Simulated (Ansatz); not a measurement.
Reaction (cleavage of the Si–Si bond): `C[SiH2][SiH](C)Cl` + `O[SiH3]` → `C[SiH2]O[SiH3]` + `C[SiH2]Cl`

Program: Ansatz. Geometries: PBE0-D4/def2-TZVP. ΔE: electronic, gas phase. CCSD(T)/CBS adds triple-zeta CCSD(T) − MP2 to the extrapolated MP2 energy (def2 sets, frozen cores). This one scheme is used for every species. DFT in def2-TZVPP. Each species was taken in one conformer, which may not be the lowest.

| level | ΔE (kJ/mol) |
| --- | --- |
| PBE-D4 | -87.3 |
| r2SCAN-D4 | -109.2 |
| PBE0 | -99.8 |
| MP2/def2-TZVPP | -120.3 |
| CCSD/def2-TZVPP | -120.2 |
| HF/def2-QZVPP | -149.6 |
| MP2/def2-QZVPP | -120.8 |
| MP2/CBS(def2) | -119.5 |

Task: What does CCSD(T)/CBS give? (An estimate is asked.)

Result: The calculation gave: -114.6 kJ/mol. The listed levels differ from it by 27.3, 5.4, 14.8, -5.7, -5.6, -35.0, -6.2, -4.9 kJ/mol.

Largest T1 diagnostic among the species: 0.011.

From PBE to PBE0 (25 % exact exchange), in def2-TZVPP and without D4, ΔE moves by −9.3 kJ/mol. The D4 term adds +5.1 kJ/mol with B3LYP and +3.1 kJ/mol with PBE0; it sums over pairs of atoms, weighted by their polarisabilities, and B3LYP, whose exchange is more repulsive, gets the larger term. In def2-TZVPP, CCSD(T) changes the Hartree–Fock value by +31.4 kJ/mol (the triples alone add +4.8 kJ/mol) and MP2 by +26.5 kJ/mol.

B3LYP here is the variant with VWN-RPA as its local correlation; programs differ in this.
